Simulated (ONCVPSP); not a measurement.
## phosphorus (P): one change to an ONCV potential, before and after

```
Element                 : P
Generator               : ONCVPSP 4.0.1
Type                    : optimised norm-conserving Vanderbilt (ONCV)
Functional              : PBE
Relativity              : scalar-relativistic
Frozen core             : [He]
Valence charge          : 13
Reference configuration : 2s2 2p6 3s2 3p3
Partial waves           : 2s+3s: rc 0.95 bohr, ncon 5, nbas 8, qcut 9.8 1/bohr, 2 projectors; 2p+3p: rc 0.85 bohr, ncon 4, nbas 7, qcut 12.7 1/bohr, 2 projectors; d scattering state at 0.22 Ha: rc 0.90 bohr, ncon 3, nbas 7, qcut 9.3 1/bohr, 2 projectors, debl 2.6 Ha
Local potential         : polynomial inside 0.80 bohr (lpopt 5, dvloc0 3 Ha)
Core correction         : Teter function, fcfact 3, rcfact 1.3
```

Change: p: rc 1.22.

Cutoffs: the cutoffs (Ha) at which the residual kinetic energy of the hardest occupied pseudo-wave falls to 1 and 0.1 mHa per electron; they do not see the model core or the augmentation charge, which bear on the density cutoff. Errors are all-electron minus pseudo energies relative to the spin-unpolarised reference configuration.

Task: How do hardness, ghosts and transferability respond?

Result: The potential gets softer (166 Ha and 214 Ha → 61 Ha and 69 Ha); of the 4 tests that both files solve, the error grows in 0 and shrinks in 3 by more than 15 % and 0.3 meV (median size 2.0 → 0.9 meV); neither file shows a bound ghost. A larger radius leaves more room for a smooth pseudo-wave, so fewer plane waves are needed. That the errors move this way runs against the usual rule that smaller radii transfer better.

```tsv
quantity	base	changed
cutoff, loose	166 Ha	61 Ha
cutoff, tight	214 Ha	69 Ha
loose cutoff by channel	s 36 Ha, p 166 Ha	s 36 Ha, p 61 Ha
bound ghosts	none	none
GHOST(+) flags under 300 eV	none	none
error for 2s2 2p6 3s2 3p2, meV [ΔE 9.73 eV]	+0.6	+0.1
error for 2s2 2p6 3s2 3p1, meV [ΔE 28.88 eV]	+3.4	+1.7
error for 2s2 2p6 3s2 3p0, meV [ΔE 58.62 eV]	+12	+6.9
error for 2s2 2p6 3s2 3p2.5, meV [ΔE 3.77 eV]	+0.2	0.0
s: phases at 0.96 bohr within 0.05 rad from the reference energy up to (Ha; the scan ends near 5)	to the end of the scan	to the end of the scan
d: phases at 0.91 bohr within 0.05 rad from the reference energy up to (Ha; the scan ends near 5)	to the end of the scan	to the end of the scan
rms error of d²Exc/dni dnj with the model core, mHa	1.54	2.16
```
